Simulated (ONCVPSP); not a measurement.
## vanadium (V): one change to an ONCV potential, before and after

- Element: V (Z = 23)
- Generator: ONCVPSP 4.0.1
- Type: optimised norm-conserving Vanderbilt (ONCV)
- Functional: PBEsol
- Relativity: fully relativistic
- Frozen core: [Ne] 3s2
- Valence charge: 11
- Reference configuration: 3p6 3d3 4s2
- Partial waves: 4s: rc 2.70 bohr, ncon 4, nbas 9, qcut 2.7 1/bohr, 3 projectors, debl 3.9 Ha; 3p: rc 1.35 bohr, ncon 5, nbas 9, qcut 11 1/bohr, 2 projectors, debl 1.2 Ha; 3d: rc 1.95 bohr, ncon 4, nbas 9, qcut 8.9 1/bohr, 1 projector; f scattering state at 0.07 Ha: rc 2.20 bohr, ncon 4, nbas 8, qcut 5.1 1/bohr, 1 projector
- Local potential: polynomial inside 1.15 bohr (lpopt 5, dvloc0 3 Ha)
- Core correction: Teter function, fcfact 4.75, rcfact 1.2

Open shells are filled in proportion to 2j + 1.

In the p channel the program set the typed energies aside and used -1.605, 0.250 Ha (j = l + 1/2; the other j can differ).

Change: functional PBE. In the p channel the program set the typed energies aside and used -1.608, 0.250 Ha (j = l + 1/2; the other j can differ).

Cutoffs: the cutoffs (Ha) at which the residual kinetic energy of the hardest occupied pseudo-wave falls to 1 and 0.1 mHa per electron; they do not see the model core or the augmentation charge, which bear on the density cutoff. Errors are all-electron minus pseudo energies relative to the spin-unpolarised reference configuration.

Predict the effect on cutoff, ghosts and configuration errors.

The potential gets neither clearly harder nor softer (28 Ha and 44 Ha → 28 Ha and 44 Ha); of the 4 tests that both files solve, the error grows in 1 and shrinks in 3 by more than 15 % and 0.3 meV (median size 17.8 → 9.0 meV); neither file shows a bound ghost.

```tsv
quantity	base	changed
cutoff, loose	28 Ha	28 Ha
cutoff, tight	44 Ha	44 Ha
loose cutoff by channel	s 2.9 Ha, p 23 Ha, d 28 Ha	s 2.9 Ha, p 23 Ha, d 28 Ha
bound ghosts	none	none
GHOST(+) flags under 300 eV	s at 138.1 eV	s at 137.3 eV
error for 3p6 3d3 4s1, meV [ΔE 7.75 → 7.74 eV]	-3.9	-1.8
error for 3p6 3d3 4s0, meV [ΔE 21.95 → 22.03 eV]	-16	-0.6
error for 3p6 3d2 4s0, meV [ΔE 50.80 → 50.93 eV]	+158	+182
error for 3p6 3d3 4s0 4p2, meV [ΔE 6.88 → 6.85 eV]	-20	-16
s: phases at 2.74 bohr within 0.05 rad from the reference energy up to (Ha; the scan ends near 5)	n/a	2.1
p3/2: phases at 1.37 bohr within 0.05 rad from the reference energy up to (Ha; the scan ends near 5)	to the end of the scan	to the end of the scan
p1/2: phases at 1.37 bohr within 0.05 rad from the reference energy up to (Ha; the scan ends near 5)	to the end of the scan	to the end of the scan
d5/2: phases at 1.98 bohr within 0.05 rad from the reference energy up to (Ha; the scan ends near 5)	0.8	0.8
d3/2: phases at 1.98 bohr within 0.05 rad from the reference energy up to (Ha; the scan ends near 5)	0.8	0.8
f7/2: phases at 2.23 bohr within 0.05 rad from the reference energy up to (Ha; the scan ends near 5)	3.7	3.7
f5/2: phases at 2.23 bohr within 0.05 rad from the reference energy up to (Ha; the scan ends near 5)	3.7	3.7
rms error of d²Exc/dni dnj with the model core, mHa	8.03	8.14
```

Base: These tests converged, but a pseudo level misses the all-electron one widely, so the file describes the atom poorly there or has found another state: 3p6 3d3 4s0 4p2: empty 4s by 11.4 eV. Changed file: These tests converged, but a pseudo level misses the all-electron one widely, so the file describes the atom poorly there or has found another state: 3p6 3d3 4s0 4p2: empty 4s by 11.6 eV.
